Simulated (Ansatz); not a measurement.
```yaml
crystal:
  periodic: [false, false, false]
  atoms:
    - {symbol: Be, position_ang: [1.322730, -0.325169, -0.358327]}
    - {symbol: Be, position_ang: [-1.698361, -1.225375, -0.429066]}
    - {symbol: Be, position_ang: [-0.063695, 1.232990, 0.676283]}
    - {symbol: Br, position_ang: [0.950375, 1.629690, -1.182228]}
    - {symbol: Br, position_ang: [0.224463, -1.975409, -1.099304]}
    - {symbol: Br, position_ang: [-2.091194, 0.629113, 0.627154]}
    - {symbol: Br, position_ang: [1.355693, 0.034170, 1.765478]}
basis:
  gaussian: {orbitals: def2-TZVP, initial_orbitals: start.molden}
total_charge: 1
magnetization: {spin_polarized: true, initial_magnetization: 1}
hamiltonian: {xc: {name: wB97X-V}}
scf: {omitted_lower_state_checks: [starts]}
output: {orbitals: {seedname: orbitals}}
```

The file start.molden holds the orbitals of an earlier run on this structure, at another level or in another basis.

```sh
$ ansatz run in.yaml --threads 4 --pin off --events-out ev --progress --plain --max-ram 4787MiB
```

Problem. Does this run fit into the memory that it is given?

Solution. No. It has 249 basis functions, and Ansatz plans for 6 GiB where 5 GiB are given.
